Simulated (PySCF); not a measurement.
Precursor series Cd OH-NH2. Isolated molecules, 0 K electronic values unless said otherwise. One relaxed conformer stands for each flexible species; it need not be the lowest.

Computed with B3LYP-D3(BJ)/def2-TZVP // r2SCAN-D4/def2-SVP in PySCF 2.14.0. B3LYP has the VWN-RPA correlation part, as in Gaussian. 

```tsv
species	LUMO (eV)	HOMO (eV)
0 of 2 OH replaced by NH2	-1.83	-7.83
1 of 2 OH replaced by NH2 ([Cd(OH)(NH2)])	-1.38	-6.92
2 of 2 OH replaced by NH2 ([Cd(NH2)2])	?	-6.45
```

Problem. Fill in the missing entries.

Solution. 
- 2 of 2 OH replaced by NH2 ([Cd(NH2)2]), LUMO (eV): -0.94
